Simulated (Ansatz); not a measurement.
# BCl2F (dichlorofluoroborane): methods side by side

BCl2F: 4 atoms, total charge 0, spin state singlet. SMILES: `FB(Cl)Cl`. Geometry: relaxed at PBE0-D4/def2-TZVP.

```xyz
4

F     0.1144   -1.1653   -0.7812
B     0.0079   -0.0806   -0.0540
Cl   -1.5495    0.3738    0.5714
Cl    1.4273    0.8721    0.2638
```

Each level gives the energy change with the F1–B2 bond stretched from 1.310 to 2.620 Å (eV). The values are calculated.

```json
{"level": "HF/STO-3G (restricted)", "kind": "Hartree–Fock", "program": "Ansatz", "value (eV)": "10.25", "less FCI/STO-3G": "+4.16", "CPU time (all runs)": "0.4 s"}
{"level": "SVWN5/STO-3G (restricted)", "kind": "LDA", "program": "Ansatz", "value (eV)": "8.39", "less FCI/STO-3G": "+2.30", "CPU time (all runs)": "2.2 s"}
{"level": "revPBE/STO-3G (restricted)", "kind": "GGA", "program": "Ansatz", "value (eV)": "7.53", "less FCI/STO-3G": "+1.44", "CPU time (all runs)": "3.6 s"}
{"level": "B3LYP/STO-3G (restricted)", "kind": "global hybrid", "program": "Ansatz", "value (eV)": "8.21", "less FCI/STO-3G": "+2.12", "CPU time (all runs)": "3.3 s"}
{"level": "HSE06/STO-3G (restricted)", "kind": "range-separated hybrid", "program": "Ansatz", "value (eV)": "8.49", "less FCI/STO-3G": "+2.40", "CPU time (all runs)": "3.8 s"}
{"level": "B2PLYP/STO-3G (restricted)", "kind": "double hybrid", "program": "Ansatz", "value (eV)": "8.02", "less FCI/STO-3G": "+1.93", "CPU time (all runs)": "4.5 s"}
{"level": "CCSDTQ/STO-3G (restricted)", "kind": "coupled cluster or CI", "program": "Ansatz", "value (eV)": "6.09", "less FCI/STO-3G": "0.00", "CPU time (all runs)": "78 s"}
{"level": "FCI/STO-3G", "kind": "exact in the basis", "program": "Ansatz", "value (eV)": "6.09", "less FCI/STO-3G": "0.00", "CPU time (all runs)": "28 s"}
```

FCI/STO-3G is exact within its basis and frozen core, so for wave-function methods in that basis the difference is their error; functionals converge differently with the basis, so for them it is only a difference. A spin-restricted reference rises too steeply as a bond breaks; here HF/STO-3G, SVWN5/STO-3G, revPBE/STO-3G, B3LYP/STO-3G, HSE06/STO-3G, B2PLYP/STO-3G lie well above the multireference or unrestricted value. The first shape isn't each level's own minimum. The values span 6.09 to 10.25 eV. All rows use very small basis sets, so none should be taken for the real molecule's value. Times are those of the runs behind each value, whatever else they computed, on shared processors of several kinds: orders of magnitude only.
